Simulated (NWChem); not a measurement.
Program: NWChem. System: bromine monochloride (BrCl), charge 0, spin multiplicity 1, at a geometry optimised with B3LYP/def2-SVP. Level: B3LYP/def2-TZVP, VWN1-RPA local correlation.

Input file:

```
start mol
memory heap 200 mb stack 900 mb global 1100 mb
geometry units angstroms nocenter noautoz
  Cl     0.000000     0.000000     1.477578
  Br     0.000000     0.000000    -0.717681
  symmetry group C2v
end
basis spherical
  * library def2-tzvp
end
dft
  xc b3lyp
  semidirect memsize 60000000 filesize 0
  iterations 100
end
task dft energy
```

NWChem printed:

```
             Northwest Computational Chemistry Package (NWChem) 7.3.0
             --------------------------------------------------------

                                NWChem Input Module
                                -------------------

 Scaling coordinates for geometry "geometry" by  1.889725989
 (inverse scale =  0.529177249)

 Turning off AUTOSYM since
 SYMMETRY directive was detected!

                             Geometry "geometry" -> ""
                             -------------------------

 Output coordinates in angstroms (scale by  1.889725989 to convert to a.u.)

  No.       Tag          Charge          X              Y              Z
 ---- ---------------- ---------- -------------- -------------- --------------
    1 Cl                  17.0000     0.00000000     0.00000000     1.47757800
    2 Br                  35.0000     0.00000000     0.00000000    -0.71768100

 Effective nuclear repulsion energy (a.u.)     143.4274785594

            Nuclear Dipole moment (a.u.)
            ----------------------------
        X                 Y               Z
 ---------------- ---------------- ----------------
     0.0000000000     0.0000000000    -0.0000170075

      Symmetry information
      --------------------

 Group name             C2v
 Group number             16
 Group order               4
 No. of unique centers     2

      Symmetry unique atoms

     1    2


 Summary of "ao basis" -> "" (spherical)
 ------------------------------------------------------------------------------
       Tag                 Description            Shells   Functions and Types
 ---------------- ------------------------------  ------  ---------------------
 *                         def2-tzvp                  on all atoms

                                 NWChem DFT Module
                                 -----------------

 Summary of "ao basis" -> "ao basis" (spherical)
 ------------------------------------------------------------------------------
       Tag                 Description            Shells   Functions and Types
 ---------------- ------------------------------  ------  ---------------------
 Cl                        def2-tzvp                13       37   5s5p2d1f
 Br                        def2-tzvp                16       48   6s5p4d1f

 Summary of "ao basis" -> "ao basis" (spherical)
 ------------------------------------------------------------------------------
       Tag                 Description            Shells   Functions and Types
 ---------------- ------------------------------  ------  ---------------------
 Cl                        def2-tzvp                13       37   5s5p2d1f
 Br                        def2-tzvp                16       48   6s5p4d1f

      Symmetry analysis of basis
      --------------------------

        a1         37
        a2          8
        b1         20
        b2         20

            General Information
            -------------------
          SCF calculation type: DFT
          Wavefunction type:  closed shell.
          No. of atoms     :     2
          No. of electrons :    52
           Alpha electrons :    26
            Beta electrons :    26
          Charge           :     0
          Spin multiplicity:     1
          Use of symmetry is: on ; symmetry adaption is: on
          Maximum number of iterations: 100
          AO basis - number of functions:    85
                     number of shells:    29
          Convergence on energy requested:  1.00D-06
          Convergence on density requested:  1.00D-05
          Convergence on gradient requested:  5.00D-04

              XC Information
              --------------
                         B3LYP Method XC Potential
                     Hartree-Fock (Exact) Exchange  0.200
                        Slater Exchange Functional  0.800 local
                    Becke 1988 Exchange Functional  0.720 non-local
              Lee-Yang-Parr Correlation Functional  0.810
                  VWN I RPA Correlation Functional  0.190 local

             Grid Information
             ----------------
          Grid used for XC integration:  medium
          Radial quadrature: Mura-Knowles
          Angular quadrature: Lebedev.
          Tag              B.-S. Rad. Rad. Pts. Rad. Cut. Ang. Pts.
          ---              ---------- --------- --------- ---------
          Cl                  1.00       88           8.0       590
          Br                  1.15      112           8.0       590
          Grid pruning is: on
          Number of quadrature shells:   200
          Spatial weights used:  Erf1

          Convergence Information
          -----------------------
          Convergence aids based upon iterative change in
          total energy or number of iterations.
          Levelshifting, if invoked, occurs when the
          HOMO/LUMO gap drops below (HL_TOL):  1.00D-02
          DIIS, if invoked, will attempt to extrapolate
          using up to (NFOCK): 10 stored Fock matrices.

                    Damping( 0%)  Levelshifting(0.5)       DIIS
                  --------------- ------------------- ---------------
          dE  on:    start            ASAP                start
          dE off:    2 iters        100 iters           100 iters

      Screening Tolerance Information
      -------------------------------
          Density screening/tol_rho:  1.00D-10
          AO Gaussian exp screening on grid/accAOfunc:  14
          CD Gaussian exp screening on grid/accCDfunc:  20
          XC Gaussian exp screening on grid/accXCfunc:  20
          Schwarz screening/accCoul:  1.00D-08

      Superposition of Atomic Density Guess
      -------------------------------------

 Sum of atomic energies:       -3031.87668868

      Non-variational initial energy
      ------------------------------

 Total energy =   -3031.918523
 1-e energy   =   -4503.534318
 2-e energy   =    1328.188316
 HOMO         =      -0.340982
 LUMO         =      -0.141404

      Symmetry analysis of molecular orbitals - initial
      -------------------------------------------------

 !! scf_movecs_sym_adapt:   56 vectors were symmetry contaminated

  Symmetry fudging

 !! scf_movecs_sym_adapt:   54 vectors were symmetry contaminated

  Numbering of irreducible representations:

     1 a1          2 a2          3 b1          4 b2

  Orbital symmetries:

     1 a1          2 a1          3 a1          4 a1          5 b1
     6 b2          7 a1          8 a1          9 a1         10 b2
    11 b1         12 a1         13 b2         14 b1         15 a1
    16 b1         17 b2         18 a1         19 a2         20 a1
    21 a1         22 a1         23 b2         24 b1         25 b2
    26 b1         27 a1         28 a1         29 b1         30 b2
    31 a1         32 b1         33 b2         34 a1         35 a2
    36 b2

------------------------------------------------------------
EAF file 0: "./mol.aoints.0" size=524288 bytes
------------------------------------------------------------
               write      read    awrite     aread      wait
               -----      ----    ------     -----      ----
     calls:        1         0         0         0         0
   data(b): 5.24e+05  0.00e+00  0.00e+00  0.00e+00
   time(s): 0.00e+00  0.00e+00  0.00e+00  0.00e+00  0.00e+00
rate(mb/s): 0.00e+00  0.00e+00
------------------------------------------------------------

 !! scf_movecs_sym_adapt:   12 vectors were symmetry contaminated

  Symmetry fudging

 !! scf_movecs_sym_adapt:   12 vectors were symmetry contaminated

   convergence    iter        energy       DeltaE   RMS-Dens  Diis-err    time
 ---------------- ----- ----------------- --------- --------- ---------  ------
 d= 0,ls=0.0,diis     1  -3034.3593948236 -3.18D+03  5.69D-03  9.65D-01     2.9

 !! scf_movecs_sym_adapt:    2 vectors were symmetry contaminated

  Symmetry fudging
 d= 0,ls=0.0,diis     2  -3034.3763865731 -1.70D-02  4.02D-03  1.14D-01     3.0

 !! scf_movecs_sym_adapt:    8 vectors were symmetry contaminated

  Symmetry fudging

 !! scf_movecs_sym_adapt:    6 vectors were symmetry contaminated

 d= 0,ls=0.0,diis     3  -3034.3828702133 -6.48D-03  1.64D-03  6.24D-02     3.1

 !! scf_movecs_sym_adapt:    8 vectors were symmetry contaminated

  Symmetry fudging

 !! scf_movecs_sym_adapt:    8 vectors were symmetry contaminated

 d= 0,ls=0.0,diis     4  -3034.3906754095 -7.81D-03  3.07D-04  1.80D-03     3.2

 !! scf_movecs_sym_adapt:   10 vectors were symmetry contaminated

  Symmetry fudging

 !! scf_movecs_sym_adapt:   10 vectors were symmetry contaminated

 d= 0,ls=0.0,diis     5  -3034.3907575702 -8.22D-05  1.39D-04  2.48D-04     3.3

 !! scf_movecs_sym_adapt:   14 vectors were symmetry contaminated

  Symmetry fudging

 !! scf_movecs_sym_adapt:   12 vectors were symmetry contaminated

  Resetting Diis
 d= 0,ls=0.0,diis     6  -3034.3907909433 -3.34D-05  2.12D-05  6.11D-06     3.4

 !! scf_movecs_sym_adapt:   38 vectors were symmetry contaminated

  Symmetry fudging

 !! scf_movecs_sym_adapt:   36 vectors were symmetry contaminated

 d= 0,ls=0.0,diis     7  -3034.3907920107 -1.07D-06  4.44D-06  8.16D-08     3.5

 !! scf_movecs_sym_adapt:   42 vectors were symmetry contaminated

  Symmetry fudging

 !! scf_movecs_sym_adapt:   36 vectors were symmetry contaminated

 d= 0,ls=0.0,diis     8  -3034.3907920066  4.09D-09  2.74D-06  1.06D-07     3.6

         Total DFT energy =    -3034.390792006615
      One electron energy =    -4502.478971209609
           Coulomb energy =     1444.239449726107
    Exchange-Corr. energy =     -119.578749082508
 Nuclear repulsion energy =      143.427478559396

 Numeric. integr. density =       51.999999780865

     Total iterative time =      2.4s

                  Occupations of the irreducible representations
                  ----------------------------------------------

                     irrep           alpha         beta
                     --------     --------     --------
                     a1               13.0         13.0
                     a2                1.0          1.0
                     b1                6.0          6.0
                     b2                6.0          6.0

                       DFT Final Molecular Orbital Analysis
                       ------------------------------------

 Vector   24  Occ=2.000000D+00  E=-3.847794D-01  Symmetry=b1
              MO Center= -9.6D-17,  7.5D-32,  6.4D-01, r^2= 2.2D+00
   Bfn.  Coefficient  Atom+Function         Bfn.  Coefficient  Atom+Function
  ----- ------------  ---------------      ----- ------------  ---------------
    15      0.419322  1 Cl px                53      0.310234  2 Br px
    18      0.249230  1 Cl px                47     -0.217072  2 Br px
    12      0.200471  1 Cl px                50      0.197805  2 Br px
     6     -0.163407  1 Cl px                56      0.158058  2 Br px
     9     -0.074625  1 Cl px                44      0.066218  2 Br px

 Vector   25  Occ=2.000000D+00  E=-3.007839D-01  Symmetry=b2
              MO Center= -1.9D-32,  4.3D-17,  1.0D-01, r^2= 2.6D+00
   Bfn.  Coefficient  Atom+Function         Bfn.  Coefficient  Atom+Function
  ----- ------------  ---------------      ----- ------------  ---------------
    54      0.431806  2 Br py                16     -0.353429  1 Cl py
    48     -0.300198  2 Br py                51      0.282771  2 Br py
    57      0.271843  2 Br py                19     -0.260763  1 Cl py
    13     -0.179187  1 Cl py                 7      0.139262  1 Cl py
    45      0.091260  2 Br py                10      0.064532  1 Cl py

 Vector   26  Occ=2.000000D+00  E=-3.007839D-01  Symmetry=b1
              MO Center= -3.4D-17,  8.2D-33,  1.0D-01, r^2= 2.6D+00
   Bfn.  Coefficient  Atom+Function         Bfn.  Coefficient  Atom+Function
  ----- ------------  ---------------      ----- ------------  ---------------
    53      0.431806  2 Br px                15     -0.353429  1 Cl px
    47     -0.300198  2 Br px                50      0.282771  2 Br px
    56      0.271843  2 Br px                18     -0.260763  1 Cl px
    12     -0.179187  1 Cl px                 6      0.139262  1 Cl px
    44      0.091260  2 Br px                 9      0.064532  1 Cl px

 Vector   27  Occ=0.000000D+00  E=-1.469040D-01  Symmetry=a1
              MO Center= -4.8D-16, -5.1D-16,  1.9D-01, r^2= 3.1D+00
   Bfn.  Coefficient  Atom+Function         Bfn.  Coefficient  Atom+Function
  ----- ------------  ---------------      ----- ------------  ---------------
    20      0.431241  1 Cl pz                58      0.432018  2 Br pz
    55      0.428436  2 Br pz                17      0.389174  1 Cl pz
    49     -0.282382  2 Br pz                52      0.271407  2 Br pz
     5     -0.268678  1 Cl s                 43      0.243376  2 Br s
    14      0.200943  1 Cl pz                42      0.166616  2 Br s

 Vector   28  Occ=0.000000D+00  E= 1.830148D-01  Symmetry=a1
              MO Center=  3.0D-15, -2.7D-15, -9.0D-01, r^2= 4.6D+00
   Bfn.  Coefficient  Atom+Function         Bfn.  Coefficient  Atom+Function
  ----- ------------  ---------------      ----- ------------  ---------------
    58      1.530412  2 Br pz                55     -0.924280  2 Br pz
     5     -0.474953  1 Cl s                 28     -0.249356  1 Cl d  0
    43      0.246015  2 Br s                 49      0.167277  2 Br pz
    20      0.146305  1 Cl pz                23     -0.103793  1 Cl d  0
    76     -0.096532  2 Br d  0              71     -0.080179  2 Br d  0

 Vector   29  Occ=0.000000D+00  E= 2.233002D-01  Symmetry=b2
              MO Center=  2.7D-31,  4.6D-15, -6.4D-01, r^2= 3.8D+00
   Bfn.  Coefficient  Atom+Function         Bfn.  Coefficient  Atom+Function
  ----- ------------  ---------------      ----- ------------  ---------------
    57      0.954623  2 Br py                54     -0.734757  2 Br py
    75     -0.623192  2 Br d -1              27      0.244936  1 Cl d -1
    48      0.121665  2 Br py                60      0.120647  2 Br d -1
    19      0.104096  1 Cl py                22      0.098367  1 Cl d -1
    65     -0.077330  2 Br d -1              45     -0.037290  2 Br py

 center of mass
 --------------
 x =   0.00000000 y =   0.00000000 z =  -0.09351718

 moments of inertia (a.u.)
 ------------------
         418.622298661705           0.000000000000           0.000000000000
           0.000000000000         418.622298661705           0.000000000000
           0.000000000000           0.000000000000           0.000000000000

     Multipole analysis of the density
     ---------------------------------

     L   x y z        total         alpha         beta         nuclear
     -   - - -        -----         -----         ----         -------
     0   0 0 0     -0.000000    -26.000000    -26.000000     52.000000

     1   1 0 0     -0.000000     -0.000000     -0.000000      0.000000
     1   0 1 0     -0.000000     -0.000000     -0.000000      0.000000
     1   0 0 1     -0.199768     -0.099876     -0.099876     -0.000017

     2   2 0 0    -23.280055    -11.640028    -11.640028      0.000000
     2   1 1 0     -0.000000     -0.000000     -0.000000      0.000000
     2   1 0 1     -0.000000     -0.000000     -0.000000      0.000000
     2   0 2 0    -23.280055    -11.640028    -11.640028      0.000000
     2   0 1 1     -0.000000     -0.000000     -0.000000      0.000000
     2   0 0 2    -20.252367   -108.584596   -108.584596    196.916826

 Task  times  cpu:        3.6s     wall:        3.6s

 Total times  cpu:        3.6s     wall:        3.6s
```
